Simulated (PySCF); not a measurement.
C₂H₆FNSe, SMILES CN(C)[Se]F.

Geometry: PBE-D3(BJ)/def2-SVP. This is a generated structure with no PubChem entry under its InChIKey; it may be hypothetical. One conformer was computed; it need not be the lowest.

Calculation: PBE-D3(BJ)/def2-SVP (PySCF 2.14.0).

Frequencies are harmonic and unscaled.

Computed normal modes with their intensities:
| mode | ν (cm⁻¹) | IR (km/mol) | moving atoms (share of kinetic energy) |
|---|---|---|---|
| 1 | 109 | 5.9 | F 43 %, H 32 %, C 15 % |
| 2 | 122 | 1.7 | F 40 %, C 34 %, H 17 %, Se 8 % |
| 3 | 194 | 0.0 | H 97 % |
| 4 | 209 | 2.7 | H 68 %, F 16 % |
| 5 | 314 | 9.6 | N 55 %, H 27 %, C 11 % |
| 6 | 334 | 0.0 | C 45 %, H 24 %, N 19 %, Se 12 % |
| 7 | 353 | 2.6 | C 39 %, H 33 %, Se 21 % |
| 8 | 557 | 89.2 | F 78 %, Se 20 % |
| 9 | 595 | 5.9 | C 38 %, N 24 %, H 20 %, Se 15 % |
| 10 | 969 | 55.1 | C 38 %, H 33 %, N 28 % |
| 11 | 1022 | 2.7 | H 67 %, C 27 % |
| 12 | 1063 | 1.2 | H 80 %, C 20 % |
| 13 | 1106 | 2.2 | H 70 %, C 19 %, N 11 % |
| 14 | 1201 | 24.1 | N 56 %, C 29 %, H 15 % |
| 15 | 1226 | 2.6 | H 42 %, N 34 %, C 24 % |
| 16 | 1361 | 1.6 | H 87 %, C 13 % |
| 17 | 1385 | 6.4 | H 86 %, C 14 % |
| 18 | 1397 | 4.5 | H 96 % |
| 19 | 1410 | 21.2 | H 95 % |
| 20 | 1417 | 15.7 | H 96 % |
| 21 | 1437 | 1.2 | H 95 % |
| 22 | 2930 | 31.1 | H 97 % |
| 23 | 2935 | 77.6 | H 97 % |
| 24 | 3005 | 50.1 | H 91 %, C 9 % |
| 25 | 3009 | 0.2 | H 91 %, C 9 % |
| 26 | 3091 | 2.3 | H 91 %, C 9 % |
| 27 | 3092 | 5.2 | H 91 %, C 9 % |
